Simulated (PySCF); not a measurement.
F, charge -1, singlet (in this run its highest filled SCF level lies above zero, so its values depend strongly on the basis, on diffuse functions most of all). Base run: LC-WPBE/6-31G*, TDA run with PySCF.

Here is a job for PySCF.
```python
from pyscf import gto, scf, dft, tdscf

mol = gto.M(
    atom='''
F     0.000000    0.000000    0.000000
''',
    basis='6-31g*',
    charge=-1,
    spin=0,
    verbose=4,
)

mf = dft.RKS(mol)
mf.xc = 'lc_wpbe'
mf.kernel()
td = mf.TDA()
td.nstates = 5
td.kernel()
td.analyze()
```

Variants of this job, named by their change:

| change | first excitation (eV) | oscillator strength of the first | second (eV) |
|---|---|---|---|
| base | 37.63 | 0.000 | 37.63 |
| functional = pbe | 37.27 | 0.000 | 37.27 |
| basis = def2-TZVP | 19.63 | 0.244 | 19.63 |
| functional = camb3lyp | 37.32 | 0.000 | 37.32 |
| functional = m062x | 36.45 | 0.000 | 36.45 |
| conv_tol = 1e-3 | 37.63 | 0.000 | 37.63 |
| functional = bhandhlyp | 37.69 | 0.000 | 37.69 |
| functional = hf | 38.35 | 0.000 | 38.35 |
| basis = def2-SVPD | 9.54 | 0.000 | 9.54 |
| response = full linear response | 37.63 | 0.000 | 37.63 |

An iterative solver can miss low states, so a row lists the states that it found.
